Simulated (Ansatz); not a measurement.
C2H5BO2 (`CC1OB1O`). Charge 0, multiplicity 1.

Cartesian coordinates in Å:
```
C -0.3912 1.2917 0.3830
C -0.3163 0.0901 -0.5066
O 1.0567 -0.1622 -1.1106
B 0.5833 -1.1040 -0.2922
O 1.0195 -2.2790 0.1894
H 0.4017 1.2902 1.1331
H -0.3183 2.2180 -0.1940
H -1.3517 1.2995 0.9062
H -1.0776 0.0627 -1.2854
H 0.3937 -2.7070 0.7769
```

Q: Give the diagnostics of a CCSD(T)/def2-TZVPP run (frozen core, Ansatz). (Best estimate.)

A: Computed: T1 = 0.0133, largest single amplitude 0.017, largest double 0.016, (T) share of the correlation energy 3.9 %, 9 CCSD cycles. The RHF solution is stable towards an unrestricted one. T1 lies under the customary mark of 0.02 for closed shells.
